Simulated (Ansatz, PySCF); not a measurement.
System: sum formula AlO2H2, charge 1, multiplicity 1. It need not be the lowest isomer of its formula. 
Geometry from a B3LYP-D3(BJ)/def2-TZVP (Ansatz, a quantum-chemistry and plane-wave program) optimisation:
```xyz
5

Al     0.0000     0.0000     0.0000
O      1.0839     0.2368    -1.1559
H      1.9742     0.3266    -1.4989
O     -1.0839    -0.2368     1.1559
H     -1.9742    -0.3266     1.4989
```
Charge +1, spin multiplicity 1.

Total electronic energies in hartree. Cores are frozen in the correlated levels unless marked. No spin-orbit coupling. No relativistic terms. FCI takes restricted orbitals. Basis-set limits of correlation are two-point, X^-3; Hartree-Fock from the larger set.

| level | program | energy (Eh) |
|---|---|---|
| HF/aug-cc-pV(T+d)Z | Ansatz | -392.72153 |
| M06-L/def2-TZVPD | PySCF | -393.92239 |
| B3LYP/def2-TZVPD | Ansatz | -393.98224 |
| PW6B95-D3(BJ)/def2-TZVPD | PySCF + dftd3 | -394.35472 |
| SCS-MP2/cc-pV(T+d)Z | Ansatz | -393.24324 |
| SCS-MP2/cc-pVTZ | Ansatz | -393.23729 |
| CCSD/STO-3G | Ansatz | -387.83392 |
| FCI/STO-3G | Ansatz | -387.84341 |
| CCSD(T)/CBS(cc-pV(T+d)Z,cc-pV(Q+d)Z) | Ansatz | -393.3611 |

Totals of different functionals don't rank their quality; only differences between species are comparable.
